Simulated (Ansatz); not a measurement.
A geometry relaxed with B3LYP-D3(BJ)/def2-TZVP in Ansatz (an electronic-structure program), charge 0, multiplicity 2:

```xyz
3

H     -1.0738    -0.1704     0.0000
B     -0.0006     0.3367     0.0000
H      1.0744    -0.1663     0.0000
```

**Question.** Write the SMILES of this molecule.

**Answer.** `[BH2]`
